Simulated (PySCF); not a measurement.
CH4N, doublet, geometry from GFN2-xTB; CASSCF(9,7)/6-31G in PySCF.

PySCF was given this input:
```python
from pyscf import gto, scf, mcscf
import numpy

mol = gto.Mole()
mol.atom = '''
    C     0.11969841    0.72071728   -0.00763830
    N    -0.08484190   -0.65766184    0.00683957
    H    -0.51938453   -1.00090422    0.85240262
    H    -0.52837018   -1.01721263   -0.82720202
    H     0.46666690    1.15768540    0.90941225
    H     0.45679066    1.13976065   -0.93666007
'''
mol.basis = '6-31g'
mol.spin = 1
mol.verbose = 4
mol.build()

mf = scf.ROHF(mol)
mf.kernel()
mc = mcscf.CASSCF(mf, 7, 9)
mc.fix_spin_(ss=0.75)
mc.kernel()
occ = numpy.linalg.eigvalsh(mc.fcisolver.make_rdm1(mc.ci, mc.ncas, mc.nelecas))[::-1]
ss = mc.fcisolver.spin_square(mc.ci, mc.ncas, mc.nelecas)[0]
print('natural occupations', occ.round(4), ' <S^2>', round(ss, 4))
```

It wrote (shortened):

```
PySCF version 2.14.0

[INPUT] verbose = 4
[INPUT] num. atoms = 6
[INPUT] num. electrons = 17
[INPUT] charge = 0
[INPUT] spin (= nelec alpha-beta = 2S) = 1
[INPUT] symmetry False subgroup None
[INPUT] Mole.unit = angstrom
[INPUT] Symbol           X                Y                Z      unit          X                Y                Z       unit  Magmom
[...]
nuclear repulsion = 37.2572990522892
number of shells = 18
number of NR pGTOs = 60
number of NR cGTOs = 26
basis = 6-31g
ecp = {}

******** <class 'pyscf.scf.rohf.ROHF'> ********
method = ROHF
initial guess = minao
damping factor = 0
level_shift factor = 0
DIIS = <class 'pyscf.scf.diis.CDIIS'>
diis_start_cycle = 1
diis_space = 8
diis_damp = 0
SCF conv_tol = 1e-09
SCF conv_tol_grad = None
SCF max_cycles = 50
direct_scf = True
direct_scf_tol = 1e-13
num. doubly occ = 8  num. singly occ = 1
Set gradient conv threshold to 3.16228e-05
init E= -94.6601950839766
[...]
cycle= 1 E= -94.5245968856044  delta_E= 0.136  |g|= 0.202  |ddm|=  1.5
[...]
cycle= 2 E= -94.5447931048256  delta_E= -0.0202  |g|= 0.0629  |ddm|= 0.262
[...]
cycle= 3 E= -94.5470194413749  delta_E= -0.00223  |g|= 0.0236  |ddm|= 0.0906
[...]
cycle= 4 E= -94.5474243280542  delta_E= -0.000405  |g|= 0.011  |ddm|= 0.031
[...]
cycle= 5 E= -94.5475372477107  delta_E= -0.000113  |g|= 0.00274  |ddm|= 0.0263
[...]
cycle= 6 E= -94.5475465396569  delta_E= -9.29e-06  |g|= 0.00116  |ddm|= 0.00719
[...]
cycle= 7 E= -94.5475473011208  delta_E= -7.61e-07  |g|= 0.000138  |ddm|= 0.00261
[...]
cycle= 8 E= -94.5475473130649  delta_E= -1.19e-08  |g|= 1.9e-05  |ddm|= 0.000233
[...]
cycle= 9 E= -94.5475473134065  delta_E= -3.42e-10  |g|= 3.67e-06  |ddm|= 4.92e-05
[...]
Extra cycle  E= -94.54754731342  delta_E= -1.36e-11  |g|= 1.63e-06  |ddm|= 9.02e-06
converged SCF energy = -94.54754731342

******** <class 'pyscf.mcscf.mc1step.CASSCF'> ********
CAS (5e+4e, 7o), ncore = 4, nvir = 15
max_cycle_macro = 50
max_cycle_micro = 4
conv_tol = 1e-07
conv_tol_grad = None
orbital rotation max_stepsize = 0.02
orbital rotation threshold for CI restart = 0.01
augmented hessian ah_max_cycle = 30
augmented hessian ah_conv_tol = 1e-12
augmented hessian ah_linear dependence = 1e-14
augmented hessian ah_level shift = 1e-08
augmented hessian ah_start_tol = 2.5
augmented hessian ah_start_cycle = 3
augmented hessian ah_grad_trust_region = 3
kf_trust_region = 3
kf_interval = 4
ci_response_space = 4
ci_grad_trust_region = 3
with_dep4 0
natorb = False
canonicalization = True
[...]
CASCI E = -94.5514435954596  S^2 = 0.7500000
[...]
               |grad[o]|=0.000757  |grad[c]|=0.000785  |ddm|=0.000302  |maxRot[o]|=0.0214
macro iter  36 (  7 JK    2 micro), CASSCF E = -94.5928905209022  dE = -1.28778097e-05  S^2 = 0.7500000
               |grad[o]|=0.000832  |grad[c]|=0.00501  |ddm|=0.000169  |maxRot[o]|=0.0699
macro iter  37 ( 12 JK    3 micro), CASSCF E = -94.5928829050770  dE =  7.61582525e-06  S^2 = 0.7500000
               |grad[o]|=0.000498  |grad[c]|=0.00223  |ddm|=0.000168  |maxRot[o]|=0.0448
macro iter  38 ( 21 JK    4 micro), CASSCF E = -94.5928819728137  dE =  9.32263276e-07  S^2 = 0.7500000
               |grad[o]|=0.000646  |grad[c]|=0.000693  |ddm|=4.09e-05  |maxRot[o]|=0.00882
macro iter  39 ( 19 JK    3 micro), CASSCF E = -94.5928842233521  dE = -2.25053836e-06  S^2 = 0.7500000
               |grad[o]|=0.000337  |grad[c]|=0.000154  |ddm|=1.86e-05  |maxRot[o]|=0.009
macro iter  40 ( 21 JK    4 micro), CASSCF E = -94.5928834755276  dE =  7.47824430e-07  S^2 = 0.7500000
               |grad[o]|=0.000266  |grad[c]|=0.000734  |ddm|=3.01e-05  |maxRot[o]|=0.00514
macro iter  41 ( 13 JK    2 micro), CASSCF E = -94.5928883184345  dE = -4.84290688e-06  S^2 = 0.7500000
               |grad[o]|=0.000252  |grad[c]|=0.000434  |ddm|=2.16e-05  |maxRot[o]|=0.018
macro iter  42 (  7 JK    2 micro), CASSCF E = -94.5928919900881  dE = -3.67165363e-06  S^2 = 0.7500000
               |grad[o]|=0.000182  |grad[c]|=0.00057  |ddm|=3.71e-05  |maxRot[o]|=0.021
macro iter  43 (  4 JK    1 micro), CASSCF E = -94.5928936965678  dE = -1.70647971e-06  S^2 = 0.7500000
               |grad[o]|=0.000113  |grad[c]|=0.00077  |ddm|=3.51e-05  |maxRot[o]|=0.0219
macro iter  44 (  3 JK    1 micro), CASSCF E = -94.5928938172924  dE = -1.20724593e-07  S^2 = 0.7500000
               |grad[o]|=5.55e-05  |grad[c]|=0.000249  |ddm|=2.62e-05  |maxRot[o]|=0.00475
macro iter  45 (  3 JK    1 micro), CASSCF E = -94.5928938494350  dE = -3.21425944e-08  S^2 = 0.7500000
               |grad[o]|=3.84e-05  |grad[c]|=0.000163  |ddm|=1.76e-05  |maxRot[o]|=0.000539
1-step CASSCF converged in  45 macro (506 JK 115 micro) steps
CASSCF canonicalization
Density matrix diagonal elements [1.98415839 1.98514702 1.99326784 1.9939853  1.00195399 0.02060131
 0.02088615]
CASSCF energy = -94.5928938494350
CASCI E = -94.5928938494350  E(CI) = -23.6106420778564  S^2 = 0.7500000
natural occupations [1.9995 1.9977 1.9821 1.9779 1.0015 0.0209 0.0205]  <S^2> 0.75
```
